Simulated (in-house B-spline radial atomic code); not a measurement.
A fraction x of an electron is removed from 2p in Ne⁴⁺, starting from [He] 2s2 2p2 and keeping the highest spin. Computed with a B-spline radial code for spherical atoms: non-relativistic B3LYP, spin-polarised, spherical fractional occupations, point nucleus.

Caution: exact exchange at fractional occupations of open shells leaves self-interaction of up to several eV.

```json
{"x": "0", "E(x) - E(0) (eV)": "0.0000", "2p up level (eV)": "-113.341"}
{"x": "0.11", "E(x) - E(0) (eV)": "12.6342", "2p up level (eV)": "-116.375"}
{"x": "0.18", "E(x) - E(0) (eV)": "20.8484", "2p up level (eV)": "-118.318"}
{"x": "0.3", "E(x) - E(0) (eV)": "35.2473", "2p up level (eV)": "-121.669"}
{"x": "0.48", "E(x) - E(0) (eV)": "57.6035", "2p up level (eV)": "-126.743"}
{"x": "0.5", "E(x) - E(0) (eV)": "60.1440", "2p up level (eV)": "-127.310"}
{"x": "0.58", "E(x) - E(0) (eV)": "70.4198", "2p up level (eV)": "-129.586"}
{"x": "0.64", "E(x) - E(0) (eV)": "78.2463", "2p up level (eV)": "-131.299"}
{"x": "0.77", "E(x) - E(0) (eV)": "95.5574", "2p up level (eV)": "-135.030"}
{"x": "0.98", "E(x) - E(0) (eV)": "124.5511", "2p up level (eV)": "-141.110"}
{"x": "1", "E(x) - E(0) (eV)": "127.3791", "2p up level (eV)": "-141.692"}
```

The exact functional would give a straight line between the two integer points. Deviations E(x) - E(0) - x[E(1) - E(0)], in eV: -1.378 at x = 0.11, -2.08 at x = 0.18, -2.966 at x = 0.3, -3.538 at x = 0.48, -3.546 at x = 0.5, -3.46 at x = 0.58, -3.276 at x = 0.64, -2.525 at x = 0.77, -0.28 at x = 0.98.

The curve lies below the straight line by up to 3.546 eV (at x = 0.5): convex, the delocalisation error, to which spherically averaged exact exchange adds.

(1) How well does Slater's transition state (minus the level at half occupation) give the ionisation energy?

Results:

(1) It gives 127.310 eV against 127.379 eV from the two total energies; NIST lists 126.25 eV, ground level to ground level. The end point has an open shell averaged over its orbitals, so its exact exchange keeps a self-interaction and this is no true integer point.
